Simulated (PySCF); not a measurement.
Level of theory: delta-SCF UKS SCAN, pcX-2 on the ionised atom, pcseg-1 elsewhere, spin-free X2C (PySCF). Geometries: PBE0-D3(BJ)/def2-SVP; isolated species, one conformer each. Values against the vacuum level. The 2p values add to the ΔSCF energy of one spin-free hole a correction within the shell (spin–orbit coupling, ligand field).

(1) Order these sites by rising C 1s binding energy.
A. C5 in `[F:1][C:2]([F:3])([F:4])[CH:5]1[CH2:6][SiH2:7][SiH2:8][CH2:9]1`
B. C5 in `[CH3:1][Si@H:2]1[CH2:3][Si@@H:4]([C:5]([F:6])([F:7])[F:8])[CH2:9]1`
C. C2 in `[CH:1]1=[CH:2][SiH2:3][CH:4]=[CH:5]1`
D. C1 in `[CH3:1]/[C:2]([C:3]#[N:4])=[CH:5]/[F:6]`

(2) Rank by computed Si 2p3/2 binding energy, lowest first.
A. Si4 in `[CH3:1][Si@H:2]1[CH2:3][Si@@H:4]([C:5]([F:6])([F:7])[F:8])[CH2:9]1`
B. Silicon in `FC(F)(F)C1C[SiH2][SiH2]C1`
C. Silicon in `C1=C[SiH2]C=C1`

## Answers

(1) C (289.63 eV), A (291.55 eV), D (291.87 eV), B (297.09 eV).

The highest is bonded to 3 F and Si, the lowest to C (double bond), H and Si; the range is 7.46 eV.

(2) B (106.25 eV), C (106.58 eV), A (106.86 eV).

From the lowest up, the atoms are bonded to: C, 2 H and Si (106.25); 2 C and 2 H (106.58); 3 C and H (106.86).
